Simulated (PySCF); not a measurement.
19F chemical shifts

One averaged value for each set of equivalent atoms, one conformer, relativity neglected, isolated molecule. Geometry from GFN2-xTB; shieldings: GIAO PBE0/pcSseg-1; PySCF.

Shieldings were converted by a linear fit to measured shifts: 19F: δ = 146.13 − 0.903σ +14.6 on sp3 carbon (rms 6.0 ppm, 223 shifts, 7.0 ppm with the 5 outliers that the fit left out vs CFCl3, solution or neat liquid). Occasional misses reach two or three times the rms, and more in compound classes unlike the fitted ones.

Task: Give the 19F shifts of `FC(F)=C(F)[C@]12CC[C@H](C1)C2`, `C=C/C=C/C(=C)CC(F)(F)F`, `COC(F)(F)[C@H](F)Cl`, `CC/C=C\C#CCC(F)(F)F`.

Result: 
```csv
compound,environment,δ (ppm)
[F:1][C:2]([F:3])=[C:4]([F:5])[C@:6]12[CH2:7][CH2:8][C@H:9]([CH2:10]1)[CH2:11]2,F1: vinylic fluorine,-103.3
[F:1][C:2]([F:3])=[C:4]([F:5])[C@:6]12[CH2:7][CH2:8][C@H:9]([CH2:10]1)[CH2:11]2,F3: vinylic fluorine,-121.6
[F:1][C:2]([F:3])=[C:4]([F:5])[C@:6]12[CH2:7][CH2:8][C@H:9]([CH2:10]1)[CH2:11]2,F5: vinylic fluorine,-179.9
C=C/C=C/C(=C)CC(F)(F)F,fluorine of a CF3 group (×3),-66.6
[CH3:1][O:2][C:3]([F:4])([F:5])[C@H:6]([F:7])[Cl:8],F5: fluorine of a CF2 group,-91.9
[CH3:1][O:2][C:3]([F:4])([F:5])[C@H:6]([F:7])[Cl:8],F4: fluorine of a CF2 group,-100.7
[CH3:1][O:2][C:3]([F:4])([F:5])[C@H:6]([F:7])[Cl:8],F7: fluorine on an sp3 carbon,-153.1
CC/C=C\C#CCC(F)(F)F,fluorine of a CF3 group (×3),-66.6
```
